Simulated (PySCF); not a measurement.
## Calculated data, C2H7NSi

All values are calculated (PySCF 2.14.0). Calculation on a computer-drawn molecule: the log of a Hartree-Fock and frozen-core CCSD(T) single point meant for a local Hartree-Fock minimum, with one planted fault or none, to be diagnosed. Offsets are logged minus clean, where the clean run is the same molecule without the fault. The reference is restricted for singlets and unrestricted otherwise, and also for a bond in bohr or an excited solution. Adding or removing an electron swaps singlet and doublet. The excited solution moves the top pair (singlet) or top alpha electron (doublet) to the lowest empty orbital. Highest occupied and lowest empty are orbital energies over both spins, largest force is the largest gradient component, triples share is (T) over the correlation energy, the T1 limit is 0.02 restricted and 0.045 unrestricted, electrons count all cores, a negative frequency is imaginary (commonest isotopes), and the dipole is about the centre of nuclear charge.

```xyz
11
formula=C2H7NSi meant_charge=0 meant_multiplicity=1 meant_basis=cc-pV(D+d)Z logged_electrons=40 logged_basis_functions=31 logged_SCF_converged=yes logged_spin_squared=0 logged_highest_occupied=-5.8055 logged_lowest_empty=6.0442 logged_largest_force=0.040118 logged_T1_diagnostic=0.0062026 logged_D1_diagnostic=0.023438 logged_triples_share=0.0069298 logged_CC_converged=yes logged_dipole_magnitude=1.6858 logged_SCF_stable_within_its_kind=yes logged_energy_HF=-418.16471 logged_energy_CCSD(T)=-418.40329 possible_faults=no_fault,one_electron_removed,one_electron_added,multiplicity_raised_by_two,geometry_at_a_saddle_point,SCF_held_on_an_excited_solution,minimal_basis_STO-3G,one_bond_length_entered_in_bohr,all_coordinates_scaled
C      0.5312     1.5204     1.0435
Si     0.7838     1.6437    -0.8446
C      0.3035    -0.1531    -1.3199
N      0.4616    -0.5694    -2.7175
H     -0.3124     0.8907     1.3450
H      0.4371     2.4986     1.5211
H      1.4407     1.0523     1.4506
H      0.8519    -0.8592    -0.6812
H     -0.7482    -0.3003    -1.0319
H     -0.0498     0.0538    -3.3211
H      1.4242    -0.4735    -2.9969
```

Units: logged_highest_occupied, logged_lowest_empty in eV; logged_largest_force in hartree/bohr; logged_dipole_magnitude in debye; logged_energy_HF, logged_energy_CCSD(T) in hartree.

Drawn bonds:
| atom | other atom | order |
| --- | --- | --- |
| 1 | 2 | 1 |
| 2 | 3 | 1 |
| 3 | 4 | 1 |
| 1 | 5 | 1 |
| 1 | 6 | 1 |
| 1 | 7 | 1 |
| 3 | 8 | 1 |
| 3 | 9 | 1 |
| 4 | 10 | 1 |
| 4 | 11 | 1 |

Questions
1. Which fault was planted in the run of C2H7NSi?

Answers
1. minimal basis STO-3G

Further results for C2H7NSi:

| Quantity | Value |
| --- | --- |
| HF energy offset from clean run | 3120 kcal/mol |
| CCSD(T) energy offset from clean run | 3359 kcal/mol |
